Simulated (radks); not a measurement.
Question: All-electron atom: the tungsten ion W53+ in [Ne] 3s2 3p5.5 3d3 4s0.5 (fractional occupations, a model configuration). Calculated with a radial shooting solver on a logarithmic mesh with Libxc functionals: scalar-relativistic Kohn-Sham, PBE, spin-polarised, spherical densities, point nucleus; open shells are filled with parallel spins first (spin-orbit coupling, left out, can overturn this in heavy ions). Some entries of the table are withheld. Estimate them.

| orbital | occ. | eigenvalue (hartree) | r(max) (bohr) | <r^2> (bohr^2) |
|---|---|---|---|---|
| 1s up | 1 | -2686.038 | 0.01145 | 0.0004627 |
| 1s down | 1 | -2685.943 | 0.01145 | 0.0004626 |
| 2s up | 1 | -569.6982 | 0.06548 | 0.007020 |
| 2s down | 1 | -569.0380 | 0.06544 | 0.007009 |
| 2p up | 3 | -514.9710 | 0.05369 | 0.005789 |
| 2p down | 3 | -514.4171 | 0.05366 | 0.005778 |
| 3s up | 1 | -215.3620 | 0.1790 | 0.04122 |
| 3s down | 1 | -214.4903 | 0.1791 | 0.04134 |
| 3p up | 3 | -199.0993 | 0.1756 | 0.04074 |
| 3p down | 2.5 | -198.2132 | 0.1758 | 0.04089 |
| 3d up | 3 | -183.2820 | 0.1405 | 0.03215 |
| 3d down | 0 | -182.2340 | 0.1407 | 0.03229 |
| 4s up | 0.5 | -110.9512 | 0.3639 | 0.1483 |
| 4s down | 0 | -110.4928 | 0.3644 | 0.1485 |
| 4p up | 0 | -104.4664 | 0.3691 | 0.1530 |
| 4p down | 0 | -104.0029 | 0.3697 | 0.1532 |
| 4d up | 0 | -98.02896 | 0.3523 | (1) |
| 4d down | 0 | -97.55363 | 0.3530 | (2) |
| 4f up | 0 | -93.11984 | 0.2779 | 0.1111 |
| 4f down | 0 | -92.57869 | 0.2792 | 0.1118 |
| 5s up | 0 | -67.61297 | (3) | 0.3916 |

Answer: 
(1) 4d up <r^2> (bohr^2): 0.1436
(2) 4d down <r^2> (bohr^2): 0.1438
(3) 5s up r(max) (bohr): 0.6202
